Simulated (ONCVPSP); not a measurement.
## Before and after: ONCV potential for Li (Z = 3)

```
Element                 : lithium (Li)
Generator               : ONCVPSP 4.0.1
Type                    : optimised norm-conserving Vanderbilt (ONCV)
Functional              : PBEsol
Relativity              : scalar-relativistic
Frozen core             : none
Valence charge          : 3
Reference configuration : 1s2 2s1
Partial waves           : 1s+2s: rc 0.95 bohr, ncon 5, nbas 10, qcut 15.6 1/bohr, 2 projectors; p scattering state at 0.34 Ha: rc 1.00 bohr, ncon 5, nbas 9, qcut 7.6 1/bohr, 2 projectors, debl 0.7 Ha; d scattering state at 0.45 Ha: rc 0.75 bohr, ncon 3, nbas 8, qcut 12.8 1/bohr, 2 projectors, debl 0.7 Ha
Local potential         : polynomial inside 0.50 bohr (lpopt 5, dvloc0 -1 Ha)
Core correction         : none
```

Change: all radii scaled by about 0.90 (s 0.86, p 0.90, d 0.68 bohr); local potential polynomial inside 0.46 bohr (lpopt 5, dvloc0 -1 Ha).

Cutoffs: the cutoffs (Ha) at which the residual kinetic energy of the hardest occupied pseudo-wave falls to 1 and 0.1 mHa per electron; they do not see the model core or the augmentation charge, which bear on the density cutoff. Errors are all-electron minus pseudo energies relative to the spin-unpolarised reference configuration.

Q: How do hardness, ghosts and transferability respond?

A: The potential gets harder (72 Ha and 87 Ha → 78 Ha and 94 Ha); of the 4 tests that both files solve, the error grows in 0 and shrinks in 1 by more than 15 % and 0.3 meV (median size 0.1 → 0.1 meV); neither file shows a bound ghost. A smaller radius makes the pseudo-wave follow the all-electron one further in, where it bends more sharply, so more plane waves are needed.

| quantity | base | changed |
| --- | --- | --- |
| cutoff, loose | 72 Ha | 78 Ha |
| cutoff, tight | 87 Ha | 94 Ha |
| bound ghosts | none | none |
| GHOST(+) flags under 300 eV | none | none |
| error for 1s2 2s0, meV [ΔE 5.19 eV] | +0.1 | +0.1 |
| error for 1s2 2s0.5, meV [ΔE 2.01 eV] | 0.0 | 0.0 |
| error for 1s2 2s0 2p1, meV [ΔE 1.76 eV] | +0.2 | +0.1 |
| error for 1s1 2s1, meV [ΔE 67.78 eV] | +268 | +212 |
